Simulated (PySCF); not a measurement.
C7H9F3O.
SMILES with atom numbers: `[CH2:1]=[CH:2][C@@H:3]1[O:4][CH2:5][CH2:6][C@@H:7]1[C:8]([F:9])([F:10])[F:11]` (hydrogens: H12, H13 on C1; H14 on C2; H15 on C3; H16, H17 on C5; H18, H19 on C6; H20 on C7)

Level of theory: PBE0-D3(BJ)/def2-SVP geometry optimisation, gas phase (PySCF).

(1) List the bond lengths, angles and torsions at this level.

Results:

(1) 
| bond | length (Å) | order |
| --- | --- | --- |
| C1=C2 | 1.332 | double |
| C2–C3 | 1.501 | single |
| C3–O4 | 1.412 | single |
| O4–C5 | 1.414 | single |
| C5–C6 | 1.538 | single |
| C6–C7 | 1.527 | single |
| C7–C8 | 1.507 | single |
| C8–F9, C8–F10, C8–F11 | 1.338 | single |
| C3–C7 | 1.542 | single |
| C1–H12 | 1.095 | single |
| C1–H13 | 1.093 | single |
| C2–H14 | 1.096 | single |
| C3–H15 | 1.101 | single |
| C5–H16 | 1.105 | single |
| C5–H17 | 1.101 | single |
| C6–H18 | 1.100 | single |
| C6–H19 | 1.098 | single |
| C7–H20 | 1.101 | single |

Bonds in one row agree within 0.01 Å and their mean is given. Orders are formal, as drawn. A selection of angles:
| angle | degrees |
| --- | --- |
| C2–C1–H12 | 121.2 |
| C2–C1–H13 | 121.8 |
| H12–C1–H13 | 117.0 |
| C1–C2–C3 | 123.7 |
| C1–C2–H14 | 119.7 |
| C3–C2–H14 | 116.6 |
| C2–C3–O4 | 111.7 |
| C2–C3–C7 | 115.1 |
| C2–C3–H15 | 109.0 |
| O4–C3–C7 | 102.1 |
| O4–C3–H15 | 107.6 |
| C7–C3–H15 | 110.9 |
| C3–O4–C5 | 109.7 |
| O4–C5–C6 | 107.2 |
| O4–C5–H16 | 110.8 |
| O4–C5–H17 | 107.8 |
| C6–C5–H16 | 111.1 |
| C6–C5–H17 | 112.5 |
| H16–C5–H17 | 107.4 |
| C5–C6–C7 | 102.5 |
| C5–C6–H18 | 111.5 |
| C5–C6–H19 | 112.9 |
| C7–C6–H18 | 110.2 |
| C7–C6–H19 | 112.2 |
| H18–C6–H19 | 107.5 |
| C6–C7–C8 | 115.0 |
| C6–C7–H20 | 109.9 |
| C8–C7–H20 | 105.7 |
| C3–C7–C6 | 102.3 |
| C3–C7–C8 | 116.7 |
| C3–C7–H20 | 107.0 |
| C7–C8–F9 | 110.7 |
| C7–C8–F11 | 112.8 |
| F9–C8–F10 | 107.4 |

Dihedral angles: C1–C2–C3–O4 -123° (anticlinal); C2–C3–O4–C5 -87° (synclinal); C3–O4–C5–C6 -18° (synperiplanar); O4–C5–C6–C7 -8° (synperiplanar); C5–C6–C7–C8 156° (antiperiplanar); C6–C7–C8–F9 70° (synclinal); C2–C3–C7–C6 81° (synclinal).

O4 (cyclic ether oxygen) is bent (angle 109.7°). All 3 C–F bonds measure 1.337 to 1.339 Å. The 5-membered ring C3–O4–C5–C6–C7 has internal angles of 102.1° to 109.7° (sum 524°, against 540° for a flat polygon); it is puckered, 0.17 Å rms from its mean plane, widest ring torsion 40°. Of the pairs four or more bonds apart, C2···F11 is among the closest relative to their van der Waals radii: 2.91 Å, 92 % of the sum of Bondi's values. The C–C distances run from 1.332 Å (C1=C2, drawn double) to 1.542 Å (C3–C7, drawn single), a spread of 0.210 Å.

Point group: C1 (no symmetry element, even within 0.4 Å). PBE0-D3(BJ)/def2-SVP frequencies: not computed here. The numbers are those of one conformer.
